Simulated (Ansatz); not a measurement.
```csv
atom,x (Å),y (Å),z (Å)
Cl,-0.0223,-0.0001,-2.1482
Mg,0.0181,-0.0171,0.0434
Cl,0.0282,0.0080,2.2335
```

Basis set: 6-31G (spherical functions). Correlated methods keep 11 orbitals frozen. Charge 0, multiplicity 1.

Computed with Ansatz (development build ahead of 0.2.0); each method stands on the lowest determinant of its kind that the runs found. Restricted open shells among the atoms or ions are ROHF, correlated in semicanonical orbitals with singles.

The atomization energy at this shape (free ground-state atoms in the same class of orbitals less the molecule, no zero-point energy) of singlet MgCl₂:

```tsv
method	atomization energy
RHF-MP2	603.6 kJ/mol
```

Q: What does RHF give?

A: 535.5 kJ/mol.

This basis has no polarisation functions and is too small for such energies, which can lie far from measured ones in either direction.
